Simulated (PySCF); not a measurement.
One of the candidates below gave these computed data.

All candidates are C6H13BO2.

| technique | computed result |
| --- | --- |
| Polarisability | 89.6 au [wB97X-D/def2-SVPD] |
| 13C NMR | chemical shifts (computed TMS as zero) by class: 69.6 (2 C), 28.8 (3 C), 17.8 (1 C) ppm [GIAO B3LYP/pcSseg-1] |
| Triplet | lowest triplet excitation (Tamm–Dancoff): 7.35 eV [TDA wB97X-D/def2-SVPD] |
| Rotational structure | rotational constants A, B, C: 2.878, 1.147, 1.012 GHz [PBE0-D3(BJ)/def2-SVP] |
| Dipole | 2.00 D [wB97X-D/def2-SVPD] |
| NMR, other nuclei | isotropic shieldings of nuclei other than C and H, by class: 62 (1 B), 204 (2 O) ppm [GIAO B3LYP/pcSseg-1] |
| XPS | B1s 196.4, C1s 289.9, C1s 290.1 (×3), C1s 292.4 (×2), O1s 538.4 (×2) eV [ΔSCF SCAN, pcX-2 on the ionised atom, pcseg-1 elsewhere, spin-free X2C] |
| UV, first state | lowest singlet excitation: 7.47 eV (166 nm, f = 0.000) [TDDFT wB97X-D/def2-SVPD] |

Gas-phase values; electronic properties from PySCF, density fitting. Levels stand in brackets. Geometry: PBE0-D3(BJ)/def2-SVP; no solvent, vibrations or thermal averaging. NMR classes are plain means over equivalent atoms (diastereotopic ones count apart unless rotation or inversion swaps them), as if these changed places fast.

Question: Which candidate is it?
A. `C=C(CC)B(OC)OC`
B. `CCC[C@@H]1CCOBO1`
C. `CC(C)(C)[C@H]1COBO1`
D. `C/C=C/CB(OC)OC`
E. `CC(C)(C)B1OCCO1`

Answer: E. It is `CC(C)(C)B1OCCO1`. Numbering: `[CH3:1][C:2]([CH3:3])([CH3:4])[B:5]1[O:6][CH2:7][CH2:8][O:9]1`. 6 carbons fall into 3 classes; from least to most shielded: ring sp3 carbon bound to oxygen [C7/C8] (69.6 ppm, 2 C), methyl carbon [C1/C3/C4] (28.8 ppm, 3 C), chain sp3 carbon bound to boron [C2] (17.8 ppm). The other shieldings belong to: 62 ppm, three-coordinate boron [B5]; 204 ppm, boron-bound oxygen [O6/O9]. The core levels belong to: B1s 196.4 eV, three-coordinate boron [B5]; C1s 289.9 eV, sp3 carbon bound to boron [C2]; C1s 290.1 eV, methyl carbon [C1/C3/C4]; C1s 292.4 eV, sp3 carbon bound to oxygen [C7/C8]; O1s 538.4 eV, boron-bound oxygen [O6/O9]. One atom of each topological class was ionised and stands for its class. By its constants the optimised geometry is an asymmetric top.

The others, at the same levels:
- `CC(C)(C)[C@H]1COBO1` fails: it has 4 carbon classes against 3; its computed 13C shifts are 87.5 (1 C), 69.6 (1 C), 35.7 (1 C), 25.7 (3 C) ppm, core binding energies are B1s 196.9, C1s 290.5 (×3), C1s 290.8, C1s 292.1, C1s 292.3, O1s 538.4, O1s 538.6 eV and lowest singlet excitation is 7.80 eV (159 nm, f = 0.015) (against 7.47 eV).
- `C/C=C/CB(OC)OC` fails: it has 5 carbon classes against 3; its computed 13C shifts are 137.6 (1 C), 130.9 (1 C), 52.4 (2 C), 21.6 (1 C), 21.4 (1 C) ppm, core binding energies are B1s 196.5, C1s 289.7, C1s 289.7, C1s 289.9, C1s 290.4, C1s 292.0 (×2), O1s 538.1 (×2) eV and lowest singlet excitation is 6.67 eV (186 nm, f = 0.004) (against 7.47 eV).
- `CCC[C@@H]1CCOBO1` fails: it has 6 carbon classes against 3; its computed 13C shifts are 73.9 (1 C), 64.4 (1 C), 45.1 (1 C), 38.1 (1 C), 23.5 (1 C), 16.9 (1 C) ppm, core binding energies are B1s 196.8, C1s 290.5, C1s 290.6, C1s 290.6, C1s 291.0, C1s 292.2, C1s 292.4, O1s 538.2, O1s 538.4 eV and lowest singlet excitation is 8.01 eV (155 nm, f = 0.025) (against 7.47 eV).
- `C=C(CC)B(OC)OC` fails: it has 5 carbon classes against 3; its computed 13C shifts are 158.5 (1 C), 131.1 (1 C), 53.9 (2 C), 37.1 (1 C), 17.4 (1 C) ppm, core binding energies are B1s 196.5, C1s 289.8, C1s 289.8, C1s 290.3, C1s 290.3, C1s 292.0 (×2), O1s 538.1 (×2) eV and lowest singlet excitation is 6.59 eV (188 nm, f = 0.214) (against 7.47 eV).

Each candidate is one conformer, not necessarily the lowest. The conformers computed, where there is a choice (atom-mapped SMILES and torsion angles):
- `[CH3:1][C:2]([CH3:3])([CH3:4])[B:5]1[O:6][CH2:7][CH2:8][O:9]1`: C1–C2–B5–O6 -147°
- `[CH3:1][C:2]([CH3:3])([CH3:4])[C@H:5]1[CH2:6][O:7][BH:8][O:9]1`: C1–C2–C5–C6 -59°
- `[CH3:1]/[CH:2]=[CH:3]/[CH2:4][B:5]([O:6][CH3:7])[O:8][CH3:9]`: C2–C3–C4–B5 126°, C3–C4–B5–O6 11°, C4–B5–O6–C7 179°, C4–B5–O8–C9 3°
- `[CH2:1]=[C:2]([CH2:3][CH3:4])[B:5]([O:6][CH3:7])[O:8][CH3:9]`: C1–C2–C3–C4 121°, C1–C2–B5–O6 142°, C2–B5–O6–C7 180°, C2–B5–O8–C9 -5°

The conformers of `CCC[C@@H]1CCOBO1` aren't listed.
